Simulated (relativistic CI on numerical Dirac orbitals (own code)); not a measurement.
Mn⁴⁺ in a cubic cluster: 1s photoemission with charge transfer

Computed with a charge-transfer multiplet model of a cubic metal-ligand cluster with up to 2 ligand holes, Slater and spin-orbit integrals from Dirac-Coulomb-Breit ions, Slater integrals scaled by 0.8. The ground state mixes d3 with configurations of k ligand holes L, whose averages lie at kΔ + k(k − 1)U_dd/2; a core hole lowers each added d electron by U_cd. 300 K, Lorentzian 1.1 eV and Gaussian 0.6 eV FWHM.

Atomic integrals in eV (Slater integrals scaled, ζ unscaled), ground: F2dd 9.878, F4dd 6.215, zeta_d 0.050; with the core hole: F2dd 11.163, F4dd 7.049, zeta_d 0.073, G2cd 0.062.

Cluster parameters (eV): Δ = 0.2, U_dd = 6.2, U_cd = 7.4, 10Dq(ligand) = 0.8, V(eg) = 2.75, V(t2g) = -1.37, final-state hopping factor = 0.8.

| Case | n_d | d3 | d4L | d5L2 | S |
| --- | --- | --- | --- | --- | --- |
| 10Dq = 0.15 eV | 3.91 | 0.26 | 0.57 | 0.17 | 1.50 |
| 10Dq = 0.75 eV | 3.88 | 0.28 | 0.57 | 0.16 | 1.50 |
| 10Dq = 1.65 eV | 3.84 | 0.30 | 0.56 | 0.14 | 1.50 |

Weights, n_d and S are thermal averages at 300 K. Binding energies count from the first peak over 30 % of the highest in each spectrum, which can be another peak from case to case. The parameters are a model scan and need not match a compound or its usual spin state. Peaks in eV (height, largest 100):
- 10Dq = 0.15 eV: 0.0 (100), 3.7 (26), 11.4 (9), 12.8 (7)
- 10Dq = 0.75 eV: 0.0 (100), 3.6 (25), 9.3 (5), 11.4 (9), 12.8 (7)
- 10Dq = 1.65 eV: 0.0 (100), 3.3 (19), 9.6 (6), 11.3 (9), 12.7 (7)

For the case 10Dq = 0.75 eV, Δ = 0.2 eV is smaller than U_dd = 6.2 eV, the charge-transfer side of the Zaanen-Sawatzky-Allen scheme. With the core hole the average of the configuration with one ligand hole lies at Δ − U_cd = -7.2 eV before mixing: it lies below the unscreened one, so the lowest final states are mostly screened and the unscreened weight appears at higher binding energy as a satellite.

With at most 2 ligand holes the space is cut while the next configuration still counts, so covalency is underestimated, and a final configuration with one more ligand hole, which can lie low, is missing from the spectra.
